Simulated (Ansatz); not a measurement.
Input for Ansatz (a quantum-chemistry and plane-wave program): R-B3LYP-D3(BJ)/def2-TZVP on C2H6 (SMILES CC).

Ansatz 0.2 input:
```yaml
crystal:
  periodic: [false, false, false]
  atoms:
    - {symbol: C, position_ang: [0.00000000, 0.00000000, 0.76500000]}
    - {symbol: C, position_ang: [0.00000000, 0.00000000, -0.76500000]}
    - {symbol: H, position_ang: [1.02790000, 0.00000000, 1.12830000]}
    - {symbol: H, position_ang: [-0.51390000, 0.89020000, 1.12830000]}
    - {symbol: H, position_ang: [-0.51390000, -0.89020000, 1.12830000]}
    - {symbol: H, position_ang: [0.51390000, 0.89020000, -1.12830000]}
    - {symbol: H, position_ang: [-1.02790000, 0.00000000, -1.12830000]}
    - {symbol: H, position_ang: [0.51390000, -0.89020000, -1.12830000]}
basis:
  gaussian:
    orbitals: def2-TZVP
hamiltonian:
  xc: b3lyp
  dispersion: d3bj
relax: {f_tol: 0.001, max_steps: 120}
accuracy: high
scf: {lower_state_search: off}
```

Problem. What total energy does the run end on?

Solution. -79.8694 hartree.

Problem. How many basis functions does it have, and what does it roughly cost on one machine?

Solution. 98 functions; around 21 core-seconds (rough).
